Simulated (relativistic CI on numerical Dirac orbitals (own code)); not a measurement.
# Tc²⁺: resonant inelastic scattering at the M2,3 edge

Computed with this model: Dirac-Coulomb-Breit CI, separate exchange-only KLI orbitals for each configuration, QED by a radiative potential, Kramers-Heisenberg scattering through one core-hole configuration in a parametric crystal field, unscaled Slater integrals; configurations [Kr] 4d5 → [Ne] 3s2 3p5 3d10 4s2 4p6 4d6; 300 K; core-hole width 2 eV; summed over polarisations. Incident energies are the highest absorption maxima for each field (at most a few, so the weaker spin-orbit partner edge can be absent), on the computed scale of the free ion. Intensities are in per cent of the strongest line above 0.02 eV; levels within 1 cm⁻¹ are merged; final levels count from the ground level, the first row holds all elastic scattering, lines under 0.4 are left out and each table stops after 24 rows. The scale of the Slater integrals is a model choice and moves the terms in proportion.

Field parameters in Wybourne normalisation: D3d B²₀ = −7Dσ, B⁴₀ = −14Dq − 21Dτ, B⁴₃ = −14√(10/7) Dq; Oh B⁴₀ = 21Dq, B⁴₄ = √(5/14) B⁴₀; Td as Oh with Dq negative (B⁴₀ = 21Dq, B⁴₄ = √(5/14) B⁴₀). The field is a parameter set, without covalency.

S is read from ⟨S²⟩ = S(S + 1).

Td, 10Dq = -7600 cm⁻¹:

| Final level (eV) | Degeneracy | Irrep | S | 431.8 eV | 452.3 eV |
| --- | --- | --- | --- | --- | --- |
| 0.000 | 6 | Γ7+Γ8 | 2.50 | 5776.5 | 766.3 |
| 2.278 | 4 | Γ8 | 1.48 | 48.3 | 11.0 |
| 2.281 | 2 | Γ6 | 1.50 | 14.6 | 8.2 |
| 2.288 | 2 | Γ7 | 1.48 | 52.1 | 13.1 |
| 2.299 | 4 | Γ8 | 1.49 | 90.1 | 24.4 |
| 2.728 | 2 | Γ6 | 1.50 | 6.2 | 10.0 |
| 2.729 | 4 | Γ8 | 1.49 | 22.2 | 22.9 |
| 2.738 | 4 | Γ8 | 1.47 | 39.8 | 17.5 |
| 2.761 | 2 | Γ7 | 1.49 | 27.4 | 8.0 |
| 2.962 | 4 | Γ8 | 1.48 | 18.4 | 8.7 |
| 2.965 | 2 | Γ7 | 1.49 | 10.6 | 5.5 |
| 2.971 | 2 | Γ6 | 1.49 | 12.4 | 9.3 |
| 2.974 | 4 | Γ8 | 1.49 | 25.5 | 17.0 |
| 3.043 | 4 | Γ8 | 0.62 | 2.0 | 0.5 |
| 3.186 | 2 | Γ7 | 0.58 | 1.7 | 1.7 |
| 3.355 | 2 | Γ7 | 1.44 | 50.4 | 48.4 |
| 3.417 | 4 | Γ8 | 1.50 | 86.1 | 81.3 |
| 3.475 | 4 | Γ8 | 1.49 | 68.2 | 36.2 |
| 3.492 | 2 | Γ6 | 1.49 | 31.8 | 27.1 |
| 3.636 | 2 | Γ6 | 0.89 | 17.8 | 14.7 |
| 3.640 | 2 | Γ7 | 1.46 | 51.5 | 32.4 |
| 3.652 | 4 | Γ8 | 1.38 | 100.0 | 78.5 |
| 3.695 | 2 | Γ6 | 1.27 | 50.5 | 41.0 |
| 3.709 | 2 | Γ7 | 0.59 | 1.3 | 1.0 |

Oh, 10Dq = 22400 cm⁻¹:

| Final level (eV) | Degeneracy | Irrep | S | 431.4 eV | 451.7 eV |
| --- | --- | --- | --- | --- | --- |
| 0.000 | 2 | Γ7 | 0.55 | 664.4 | 50.6 |
| 0.187 | 4 | Γ8 | 0.54 | 39.5 | 3.7 |
| 0.518 | 4 | Γ8 | 2.44 | 0.8 | 0.3 |
| 0.520 | 2 | Γ7 | 2.45 | 5.3 | 2.2 |
| 1.083 | 4 | Γ8 | 1.51 | 28.1 | 10.9 |
| 1.102 | 4 | Γ8 | 1.55 | 4.1 | 2.9 |
| 1.105 | 2 | Γ6 | 1.50 | 10.9 | 4.1 |
| 1.118 | 2 | Γ7 | 1.55 | 31.3 | 13.5 |
| 1.779 | 2 | Γ6 | 1.50 | 3.2 | 1.5 |
| 1.782 | 4 | Γ8 | 1.50 | 30.4 | 11.9 |
| 1.796 | 4 | Γ8 | 1.49 | 19.3 | 12.0 |
| 1.798 | 2 | Γ7 | 1.49 | 9.4 | 4.5 |
| 2.451 | 4 | Γ8 | 0.52 | 100.0 | 25.9 |
| 2.465 | 2 | Γ7 | 0.52 | 35.6 | 8.9 |
| 2.548 | 2 | Γ6 | 0.51 | 6.2 | 1.2 |
| 2.709 | 2 | Γ7 | 0.54 | 19.1 | 19.9 |
| 2.745 | 4 | Γ8 | 0.52 | 29.1 | 6.0 |
| 2.959 | 4 | Γ8 | 0.52 | 43.4 | 11.0 |
| 3.509 | 4 | Γ8 | 1.31 | 3.6 | 2.2 |
| 3.529 | 2 | Γ6 | 1.46 | 0.9 | 0.0 |
| 3.531 | 4 | Γ8 | 1.48 | 0.9 | 0.5 |
| 3.589 | 2 | Γ6 | 0.74 | 19.0 | 2.1 |
| 3.611 | 4 | Γ8 | 0.90 | 8.3 | 13.2 |
| 3.841 | 4 | Γ8 | 1.39 | 9.3 | 0.6 |

D3d, 10Dq = 13550, Dσ = -1190, Dτ = 250 cm⁻¹:

```
Final level (eV)  Degeneracy  Irrep     S  431.1 eV  451.5 eV  453.1 eV
           0.000           2     Γ4  2.49    6338.7     678.8     647.3
           0.001           2  Γ5+Γ6  2.49      90.2      46.5      37.7
           0.001           2     Γ4  2.49      54.2      29.3      23.2
           1.171           2     Γ4  0.89      54.2      20.4       4.0
           1.332           2  Γ5+Γ6  1.13      51.3      22.9       4.7
           1.340           2     Γ4  1.18      68.1      31.1       6.4
           1.429           2  Γ5+Γ6  1.50      54.1      24.7       5.2
           1.444           2     Γ4  1.49      38.1      16.6       3.6
           1.463           2     Γ4  1.48      27.7      14.8       3.2
           1.522           2     Γ4  1.24      61.7      26.4       7.0
           1.538           2  Γ5+Γ6  1.07      40.3      20.6       4.2
           1.570           2     Γ4  1.07      32.2      14.7       3.6
           1.926           2     Γ4  1.49      35.6      34.2       8.0
           1.940           2  Γ5+Γ6  1.48      41.3      38.9       9.4
           2.154           2     Γ4  1.49      33.7      41.9      13.4
           2.158           2  Γ5+Γ6  1.49      43.9      46.5      14.0
           2.160           2     Γ4  1.49      41.3      47.5      14.8
           2.165           2     Γ4  1.49      46.0      43.0      12.0
           2.751           2     Γ4  0.74       8.5       5.0       3.2
           2.763           2  Γ5+Γ6  0.78       6.0       2.4       4.1
           2.831           2     Γ4  0.66      12.2       9.1       2.4
           2.863           2     Γ4  0.93       9.6       4.7       8.2
           2.888           2     Γ4  1.22      20.3       9.9       8.8
           2.937           2     Γ4  1.29      24.5      13.9      13.9
```

For the first field the strongest loss at the lowest incident energy is the level at 3.65 eV (S = 1.38, against 2.50 in the thermal ground state). Levels of other spin, the first over 8 % at 2.28 eV, appear because spin-orbit coupling of the core hole, and in heavier ions of the valence shell too, mixes spins.
